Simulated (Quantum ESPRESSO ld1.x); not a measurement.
Q: Cr22+, 2 electrons, occupied as [He]. Method: scalar-relativistic Kohn-Sham, LDA (Slater exchange, VWN5 correlation), spin-polarised, spherical densities, point nucleus; computed with ld1.x of Quantum ESPRESSO 7.5. Some entries of the table are withheld. Estimate them.

orbital,occ.,eigenvalue (eV),<1/r> (bohr^-1)
1s,2,(1),(2)
2s,0,(3),(4)
2p,0,(5),(6)

A: 
(1) 1s eigenvalue (eV): -7320.354
(2) 1s <1/r> (bohr^-1): 24.01
(3) 2s eigenvalue (eV): -1741.586
(4) 2s <1/r> (bohr^-1): 5.811
(5) 2p eigenvalue (eV): -1700.862
(6) 2p <1/r> (bohr^-1): 5.719
